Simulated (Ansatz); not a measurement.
Caution, from a PySCF single point (r2SCAN-D4/def2-TZVPD) at this geometry: the highest occupied level lies above zero, so the state may not be bound.

A geometry relaxed with r2SCAN-D4/def2-TZVPD in Ansatz (a program for electronic structure), charge -1, multiplicity 1:

```xyz
4

C      0.0055    -0.0222    -0.0050
O      1.2166    -0.2189    -0.2486
O     -0.9569    -0.8210     0.0159
H     -0.2653     1.0621     0.2376
```

Problem. Write the SMILES of this molecule.

Solution. `O=C[O-]`
